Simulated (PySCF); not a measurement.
A calculated (UHF, PySCF 2.14, pcseg-2, no relativity, point nucleus) atom or ion has these occupied shells.

| shell | electrons | orbital energy (eV) | rms radius, mean of both spins (bohr) |
| --- | --- | --- | --- |
| 1s α | 1 | -2174.9 | 0.120 |
| 1s β | 1 | -2174.4 | 0.120 |
| 2s α | 1 | -204.38 | 0.563 |
| 2s β | 1 | -203.76 | 0.563 |
| 2p α | 3 | -147.25 | 0.540 |
| 2p β | 3 | -146.14 | 0.540 |
| 3s α | 1 | -22.732 | 2.09 |
| 3s β | 1 | -15.173 | 2.09 |
| 3p α | 3 | -10.664 | 2.53 |

**Question.** Name the element and its charge.

**Answer.** P (phosphorus, neutral), in [Ne] 3s2 3p3, high-spin 4S determinant.
